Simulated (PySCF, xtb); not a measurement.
CH9N3Si, SMILES NC[SiH](N)N. The values are those of a single conformer.

Harmonic wavenumbers (cm⁻¹) from GFN2-xTB run with xtb at its own minimum, in rising order: 60, 148, 160, 183, 223, 257, 289, 372, 512, 590, 621, 648, 704, 747, 802, 813, 893, 927, 1007, 1037, 1095, 1287, 1323, 1491, 1520, 1526, 1576, 2201, 2951, 2966, 3370, 3399, 3473, 3479, 3508, 3519.

**Question.** What does r2SCAN-D4/def2-SVP run with PySCF give at its own minimum? (The exact figures need the calculation; the answer reports its results.)

**Answer.** 86, 158, 201, 224, 248, 278, 320, 382, 426, 454, 620, 672, 726, 785, 802, 862, 891, 921, 947, 1068, 1082, 1254, 1374, 1420, 1530, 1541, 1643, 2149, 3006, 3067, 3462, 3544, 3564, 3588, 3663, 3695. Paired by order, the mean absolute difference is 53 cm⁻¹ and the zero-point energies are 71.0 and 72.4 kcal/mol.
